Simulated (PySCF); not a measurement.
# CBr3, SMILES `Br[C](Br)Br` (charge 0, multiplicity 2)

All values below come from M06-2X/def2-TZVP // B3LYP-D3(BJ)/def2-TZVP (PySCF 2.14.0).

```json
{
 "highest_occupied_spin_orbital": "-7.55 eV",
 "dipole_moment": "0.19 D",
 "total_energy": "-7760.6130 Ha",
 "cost": "around 14 core-minutes (rough)"
}
```

Bonded distances (Å): Br1–C2 1.883, C2–Br3 1.883, C2–Br4 1.883. Angles (°): Br1–C2–Br3 117.3, Br1–C2–Br4 117.3, Br3–C2–Br4 117.3.
Charge 0, spin multiplicity 2.
